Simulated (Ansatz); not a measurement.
A run for Ansatz (an electronic-structure program): U-PBE/def2-TZVPP on LiSi, 2S+1 = 2, a spin state set in the input, which need not be the lowest, a point of a bond scan (R = 2.452 Å).

Ansatz 0.2 input:
```yaml
crystal:
  periodic: [false, false, false]
  atoms:
    - {symbol: Li, position_ang: [0.00000000, 0.00000000, 0.00000000]}
    - {symbol: Si, position_ang: [0.00000000, 0.00000000, 2.45184800]}
basis:
  gaussian:
    orbitals: def2-TZVPP
    pivot_positions_ang: [[0.00000000, 0.00000000, 0.00000000], [0.00000000, 0.00000000, 2.45184800]]
hamiltonian:
  xc: {name: PBE}
magnetization: {spin_polarized: true, initial_magnetization: 1}
output: {forces: true, orbitals: {seedname: ./end}}
```

Problem. Predict the final total energy.

Solution. -296.7411 hartree. Its determinant has ⟨S²⟩ = 1.58, a mixture of spin states.

Problem. How many basis functions does it have, and what does it roughly cost on one machine?

Solution. 61 functions; around 11 core-seconds (rough).
